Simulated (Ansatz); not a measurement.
Reaction (ligand exchange at a B–O bond): `[SiH3]OB(Cl)Br` + H₂S → `SB(Cl)Br` + `O[SiH3]`

Gas-phase electronic energies from Ansatz, PBE0-D4/def2-TZVP geometries. CCSD(T)/CBS adds triple-zeta CCSD(T) − MP2 to the extrapolated MP2 energy (def2 sets, frozen cores). This one scheme is used for every species. DFT in def2-TZVPP. For Br outer-core shells are correlated without core-valence functions, which leaves a few kJ/mol of doubt a bond. Scalar relativity is left out up to krypton. One conformer a species, not always the lowest.

```json
{"level": "ωB97M-V", "ΔE (kcal/mol)": "16.1"}
{"level": "LC-ωPBE", "ΔE (kcal/mol)": "14.9"}
```

Task: What does CCSD(T)/CBS give? (An estimate is asked.)

Result: Ansatz gave: +15.3 kcal/mol. The listed levels differ from it by 0.8, -0.4 kcal/mol.

Largest T1 diagnostic among the species: 0.011.

From PBE to PBE0 (25 % exact exchange), in def2-TZVPP and without D4, ΔE moves by +1.2 kcal/mol. Leaving LDA and LC-ωPBE aside and taking each functional with its dispersion term where it has one, the values, not all of them listed here, spread over 5.5 kcal/mol, from revPBE-D4 to BHLYP-D4. LDA lies +1.6 kcal/mol from PBE without D4. At CCSD(T), def2-SVP lies +3.3 kcal/mol from the extrapolated value and def2-TZVPP +0.5 kcal/mol.
